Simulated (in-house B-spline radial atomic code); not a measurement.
**He: 1s2**

Computed with an all-electron radial atomic-structure program (B-spline basis): non-relativistic PBE, spin-polarised, spherical fractional occupations, point nucleus.

Screening seen three ways: the hydrogenic charge with the same mean radius, Z_r = [3n² - l(l+1)]/(2<r>), the one with the same energy, Z_e = n√(-2ε), and Slater's rules. Values are occupation-weighted means over spin.

```
shell  electrons   ε (eV)  <r> (bohr)   Z_r   Z_e  Slater
   1s          2  -15.763      0.9459  1.59  1.08    1.70
```

The least bound orbital is 1s at -15.76 eV, and it is also the most diffuse (<r> = 0.9459 bohr).

The density falls to 0.001 bohr⁻³ at 2.556 bohr; Σ<r²> = 2.5092 bohr² gives, by the non-relativistic formula and without the paramagnetism of open shells, a Langevin diamagnetic susceptibility of -1.987×10⁻⁶ cm³/mol.
